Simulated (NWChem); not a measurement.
System: C$_{2}$H$_{6}$N, doublet; SMILES [CH](N)C

NWChem input:

```
start job
memory heap 200 mb stack 900 mb global 1100 mb
geometry units angstroms noautosym nocenter noautoz
  C      0.190104     1.247043    -0.016604
  C     -0.516132    -0.053393     0.111354
  N      0.216015    -1.220538    -0.099023
  H     -0.464742     2.081045     0.275295
  H      1.084550     1.290261     0.632211
  H      0.543626     1.451368    -1.049817
  H     -1.570995    -0.116906    -0.175302
  H      1.139029    -1.218604     0.327391
  H     -0.276538    -2.076152     0.135332
end
basis spherical
  C library 6-31g*
  N library 6-31g*
  H library 6-31g*
end
dft
  odft
  mult 2
  xc hfexch
  iterations 150
end
property
  hyperfine
end
task dft property
```

Parts of the log:

```
             Northwest Computational Chemistry Package (NWChem) 7.3.0
             --------------------------------------------------------

                             Geometry "geometry" -> ""
                             -------------------------

 Output coordinates in angstroms (scale by  1.889725989 to convert to a.u.)

  No.       Tag          Charge          X              Y              Z
 ---- ---------------- ---------- -------------- -------------- --------------
    1 C                    6.0000     0.19010400     1.24704300    -0.01660400
    2 C                    6.0000    -0.51613200    -0.05339300     0.11135400
    3 N                    7.0000     0.21601500    -1.22053800    -0.09902300
    4 H                    1.0000    -0.46474200     2.08104500     0.27529500
    5 H                    1.0000     1.08455000     1.29026100     0.63221100
    6 H                    1.0000     0.54362600     1.45136800    -1.04981700
    7 H                    1.0000    -1.57099500    -0.11690600    -0.17530200
    8 H                    1.0000     1.13902900    -1.21860400     0.32739100
    9 H                    1.0000    -0.27653800    -2.07615200     0.13533200

 Effective nuclear repulsion energy (a.u.)      76.2942638592

  xc_inp: hfexch multiplicative factor not found.
                              NWChem Property Module
                              ----------------------

  itol2e modified to match energy
  convergence criterion.

                                 NWChem DFT Module
                                 -----------------

 Summary of "ao basis" -> "ao basis" (spherical)
 ------------------------------------------------------------------------------
       Tag                 Description            Shells   Functions and Types
 ---------------- ------------------------------  ------  ---------------------
 C                           6-31g*                  6       14   3s2p1d
 N                           6-31g*                  6       14   3s2p1d
 H                           6-31g*                  2        2   2s

  itol2e modified to match energy
  convergence criterion.

            General Information
            -------------------
          SCF calculation type: DFT
          Wavefunction type:  spin polarized.
          No. of atoms     :     9
          No. of electrons :    25
           Alpha electrons :    13
            Beta electrons :    12
          Charge           :     0
          Spin multiplicity:     2
          Use of symmetry is: off; symmetry adaption is: off
          Maximum number of iterations: 150
          AO basis - number of functions:    54
                     number of shells:    30
          Convergence on energy requested:  1.00D-07
          Convergence on density requested:  1.00D-05
          Convergence on gradient requested:  5.00D-04

              XC Information
              --------------
                     Hartree-Fock (Exact) Exchange  1.000

      Superposition of Atomic Density Guess
      -------------------------------------

 Sum of atomic energies:        -132.60364178

      Non-variational initial energy
      ------------------------------

 Total energy =    -134.392593
 1-e energy   =    -328.257175
 2-e energy   =     117.570318
 HOMO         =      -0.061317
 LUMO         =       0.137368

   convergence    iter        energy       DeltaE   RMS-Dens  Diis-err
 ---------------- ----- ----------------- --------- --------- ---------
 d= 0,ls=0.0,diis     1   -133.5755319689 -2.10D+02  3.66D-03  5.58D-02
                                                     3.28D-03  6.65D-02
 d= 0,ls=0.0,diis     2   -133.6177541903 -4.22D-02  1.81D-03  5.36D-03
                                                     1.20D-03  6.55D-03
 d= 0,ls=0.0,diis     3   -133.6227577298 -5.00D-03  7.12D-04  1.37D-03
                                                     5.56D-04  1.50D-03
 d= 0,ls=0.0,diis     4   -133.6239600577 -1.20D-03  4.15D-04  1.06D-04
                                                     3.49D-04  2.07D-04
 d= 0,ls=0.0,diis     5   -133.6242661753 -3.06D-04  2.44D-04  4.80D-05
                                                     2.20D-04  4.30D-05
  Resetting Diis
 d= 0,ls=0.0,diis     6   -133.6243553924 -8.92D-05  8.25D-05  5.88D-06
                                                     1.09D-04  9.00D-06
 d= 0,ls=0.0,diis     7   -133.6243707575 -1.54D-05  2.20D-05  1.27D-06
                                                     1.77D-05  1.01D-06
 d= 0,ls=0.0,diis     8   -133.6243721477 -1.39D-06  2.17D-05  4.05D-07
                                                     2.00D-05  4.92D-07
 d= 0,ls=0.0,diis     9   -133.6243729912 -8.44D-07  1.43D-05  1.58D-07
                                                     1.18D-05  9.08D-08
 d= 0,ls=0.0,diis    10   -133.6243732174 -2.26D-07  5.03D-06  1.07D-08
                                                     4.16D-06  1.46D-08
 d= 0,ls=0.0,diis    11   -133.6243732447 -2.73D-08  1.78D-06  2.74D-09
                                                     1.27D-06  1.13D-09

         Total DFT energy =     -133.624373244658
      One electron energy =     -331.043422677306
           Coulomb energy =      140.257708389931
    Exchange-Corr. energy =      -19.132922816475
 Nuclear repulsion energy =       76.294263859192

 Numeric. integr. density =        0.000000000000

                    DFT Final Alpha Molecular Orbital Analysis
                    ------------------------------------------

 Vector   11  Occ=1.000000D+00  E=-5.071982D-01
              MO Center= -1.8D-01,  4.6D-01,  2.8D-02, r^2= 2.5D+00
   Bfn.  Coefficient  Atom+Function         Bfn.  Coefficient  Atom+Function
  ----- ------------  ---------------      ----- ------------  ---------------
     3      0.316452  1 C  px                17     -0.296573  2 C  px
    49      0.193069  7 H  s                  7      0.178116  1 C  px
    21     -0.162899  2 C  px                50      0.160399  7 H  s
    45      0.150230  5 H  s                 46      0.145857  5 H  s
    31      0.133052  3 N  px                18     -0.125278  2 C  py

[...]

          ----------------------
          Hyperfine Interactions
          ----------------------

 Total Spin Density (Fermi Contact Term)
 ------------------ --------------------
     Atom            x         y         z       Density (a.u.)      Aiso(MHz)     Aiso(Gauss)
     1  13-C      0.35924   2.35657  -0.03138      -0.047538        -53.442225     -19.069483
     2  13-C     -0.97535  -0.10090   0.21043       0.271984        305.761903     109.103266
     3  14-N      0.40821  -2.30648  -0.18713       0.035584         11.497407       4.102554
     4   1-H     -0.87824   3.93260   0.52023       0.003924         17.540699       6.258947
     5   1-H      2.04950   2.43824   1.19471       0.010339         46.214065      16.490300
     6   1-H      1.02730   2.74269  -1.98387       0.027461        122.747269      43.799204
     7   1-H     -2.96875  -0.22092  -0.33127      -0.022046        -98.543853     -35.162838
     8   1-H      2.15245  -2.30283   0.61868       0.002233          9.979276       3.560848
     9   1-H     -0.52258  -3.92336   0.25574       0.001367          6.110752       2.180464

           -------------------------------------------
           Anisotropic Interaction (Spin-Dipolar Term)
           -------------------------------------------

 ------------------------------------------------------------
     Atom            x         y         z
 ------------------------------------------------------------
     1  13-C      0.35924   2.35657  -0.03138

   Spin-Dipolar term (a.u.)
        xx             yy             zz             xy             xz             yz
 ------------------------------------------------------------------------------------------
       0.006950       0.011961      -0.018911       0.004943       0.002853       0.001184

   Principal Comp. of -hf- tensor (au)            Anisotropic -hfcc- (MHz)               Anisotropic -hfcc- (Gauss)
 --------------------------------------------------------------------------------------------------------------------------
      0.004053     0.015182    -0.019236       0.543904     2.037319    -2.581223       0.194078     0.726965    -0.921043

   Orientation of the principal axis of Hyperfine Tensor w.r.t absolute (molecular) frame
 --------------------------------------------------------------------------------------------------------------------------
      0.840286     0.532007    -0.104348
     -0.536685     0.843516    -0.021200
      0.076741     0.073816     0.994315

 ------------------------------------------------------------
     Atom            x         y         z
 ------------------------------------------------------------
     2  13-C     -0.97535  -0.10090   0.21043

   Spin-Dipolar term (a.u.)
        xx             yy             zz             xy             xz             yz
 ------------------------------------------------------------------------------------------
      -0.483249      -0.522113       1.005362       0.012847      -0.167772      -0.026635

   Principal Comp. of -hf- tensor (au)            Anisotropic -hfcc- (MHz)               Anisotropic -hfcc- (Gauss)
 --------------------------------------------------------------------------------------------------------------------------
     -0.498005    -0.526534     1.024540     -66.827551   -70.655879   137.483430     -23.845692   -25.211732    49.057424

   Orientation of the principal axis of Hyperfine Tensor w.r.t absolute (molecular) frame
 --------------------------------------------------------------------------------------------------------------------------
      0.922346    -0.370161    -0.110722
      0.370526     0.928647    -0.018032
      0.109496    -0.024394     0.993688

 ------------------------------------------------------------
     Atom            x         y         z
 ------------------------------------------------------------
     3  14-N      0.40821  -2.30648  -0.18713

   Spin-Dipolar term (a.u.)
        xx             yy             zz             xy             xz             yz
 ------------------------------------------------------------------------------------------
      -0.153385      -0.180846       0.334231      -0.014848      -0.141291       0.100668

   Principal Comp. of -hf- tensor (au)            Anisotropic -hfcc- (MHz)               Anisotropic -hfcc- (Gauss)
 --------------------------------------------------------------------------------------------------------------------------
     -0.182872    -0.207239     0.390112      -7.052980    -7.992754    15.045734      -2.516674    -2.852009     5.368683

   Orientation of the principal axis of Hyperfine Tensor w.r.t absolute (molecular) frame
 --------------------------------------------------------------------------------------------------------------------------
      0.806713    -0.534420    -0.252209
      0.581121     0.794915     0.174380
      0.107292    -0.287239     0.951831

 ------------------------------------------------------------
     Atom            x         y         z
 ------------------------------------------------------------
     4   1-H     -0.87824   3.93260   0.52023

   Spin-Dipolar term (a.u.)
        xx             yy             zz             xy             xz             yz
 ------------------------------------------------------------------------------------------
      -0.011879       0.018574      -0.006695       0.005077       0.000749      -0.001764

   Principal Comp. of -hf- tensor (au)            Anisotropic -hfcc- (MHz)               Anisotropic -hfcc- (Gauss)
 --------------------------------------------------------------------------------------------------------------------------
     -0.012874     0.019498    -0.006624      -6.869104    10.403369    -3.534265      -2.451063     3.712175    -1.261112

   Orientation of the principal axis of Hyperfine Tensor w.r.t absolute (molecular) frame
 --------------------------------------------------------------------------------------------------------------------------
      0.972137     0.157970     0.173190
     -0.166202     0.985505     0.034014
     -0.165306    -0.061851     0.984301

 ------------------------------------------------------------
     Atom            x         y         z
 ------------------------------------------------------------
     5   1-H      2.04950   2.43824   1.19471

   Spin-Dipolar term (a.u.)
        xx             yy             zz             xy             xz             yz
 ------------------------------------------------------------------------------------------
       0.003956       0.004365      -0.008321       0.014562      -0.001224       0.002745

   Principal Comp. of -hf- tensor (au)            Anisotropic -hfcc- (MHz)               Anisotropic -hfcc- (Gauss)
 --------------------------------------------------------------------------------------------------------------------------
     -0.012361     0.018769    -0.006407      -6.595372    10.014059    -3.418688      -2.353389     3.573259    -1.219871

   Orientation of the principal axis of Hyperfine Tensor w.r.t absolute (molecular) frame
 --------------------------------------------------------------------------------------------------------------------------
      0.569169     0.698751    -0.433351
     -0.589602     0.714200     0.377211
      0.573076     0.040808     0.818486

 ------------------------------------------------------------
     Atom            x         y         z
 ------------------------------------------------------------
     6   1-H      1.02730   2.74269  -1.98387

   Spin-Dipolar term (a.u.)
        xx             yy             zz             xy             xz             yz
 ------------------------------------------------------------------------------------------
      -0.000571       0.007581      -0.007011       0.008124      -0.002063      -0.005426

   Principal Comp. of -hf- tensor (au)            Anisotropic -hfcc- (MHz)               Anisotropic -hfcc- (Gauss)
 --------------------------------------------------------------------------------------------------------------------------
     -0.005250     0.014136    -0.008886      -2.801192     7.542407    -4.741216      -0.999533     2.691314    -1.691781

   Orientation of the principal axis of Hyperfine Tensor w.r.t absolute (molecular) frame
 --------------------------------------------------------------------------------------------------------------------------
      0.859170     0.494585    -0.131196
     -0.421031     0.829024     0.368037
      0.290790    -0.260969     0.920509

 ------------------------------------------------------------
     Atom            x         y         z
 ------------------------------------------------------------
     7   1-H     -2.96875  -0.22092  -0.33127

   Spin-Dipolar term (a.u.)
        xx             yy             zz             xy             xz             yz
 ------------------------------------------------------------------------------------------
       0.069463      -0.068241      -0.001222       0.010732       0.028942      -0.000016

   Principal Comp. of -hf- tensor (au)            Anisotropic -hfcc- (MHz)               Anisotropic -hfcc- (Gauss)
 --------------------------------------------------------------------------------------------------------------------------
      0.080488    -0.069154    -0.011334      42.944578   -36.897343    -6.047235      15.323668   -13.165867    -2.157800

[...]
```

Level: UHF/6-31G* (spherical d), contact and dipolar terms. All runs use the structure optimised with PBE0/def2-SVP, spin-unrestricted. No stability test was run on the SCF state.
